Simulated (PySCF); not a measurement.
## Electron correlation in Xe³⁺ (xenon, charge +3)

[Kr] 4d10 5s2 5p3, high-spin 4S determinant. All numbers are calculated (PySCF 2.14, scalar relativity through the core potential, in def2-SVP with the def2 core potential (28 electrons) (6s5p3d2f, 50 functions)). Frozen: 4s2 4p6 4d10; 5 electrons correlated.

MP2 pair energies summed by pair of shells (mhartree):

```
 pair  energy  share (%)
5s-5p  -45.67       67.2
5p-5p  -15.04       22.1
5s-5s   -7.25       10.7
```

Total MP2 correlation energy: -67.97 mhartree.

Same-spin part -17.63 and opposite-spin part -50.34 mhartree; SCS-MP2 scales them by 1/3 and 6/5 to -66.28 mhartree.

```tsv
level	correlation energy (mhartree)
CCSD	-81.00
(T)	-1.86
CCSD(T)	-82.86
```

Diagnostics: T1 = 0.0014, D1 = 0.0034, largest double amplitude 0.050.

Q: Is a single reference adequate?

A: Yes, within this model without spin-orbit coupling: T1 lies below 0.03 and no double amplitude reaches 0.07.
